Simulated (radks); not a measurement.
Spherical quantum dot in the effective-mass picture: electrons in a hard-walled sphere of radius 4.77, with a point charge +1 (a donor) at the centre, all in effective atomic units (hartree* = m*/eps^2 hartree, bohr* = eps/m* bohr), one dielectric constant everywhere. Method: non-relativistic Kohn-Sham, PBEsol, spin-polarised, spherical densities; computed with a radial shooting solver with Libxc functionals. Levels are named by radial order and angular momentum (1s, 1p, 1d, 2s, ...), and open shells are averaged over m.

N = 39, configuration 1s2 1p6 1d10 2s2 1f14 1g(up 5, down 0). This is the lowest configuration that the search found. Occupied and some empty levels:

level    occupation  eigenvalue (hartree*)  <r> (bohr*)
1s up             1                 9.9285        3.512
1s down           1                 9.9603        3.497
1p up             3                 10.020        3.576
1p down           3                 10.053        3.567
1d up             5                 10.188        3.633
1d down           5                 10.223        3.627
1f up             7                 10.429        3.687
1f down           7                 10.464        3.682
1g up             5                 10.737        3.736
2s up             1                 10.741        1.676
2s down           1                 10.744        1.674
1g down           0                 10.773        3.733
1h up             0                 11.110        3.781
1h down           0                 11.146        3.779
2p up             0                 11.244        2.430
2p down           0                 11.253        2.424
3s up             0                 11.609        2.207
3s down           0                 11.621        2.209
2d up             0                 11.686        2.721
2d down           0                 11.699        2.714

Energy (hartree*): total 211.537, kinetic 43.072, external -12.221, Hartree 197.00, exchange-correlation -16.316.
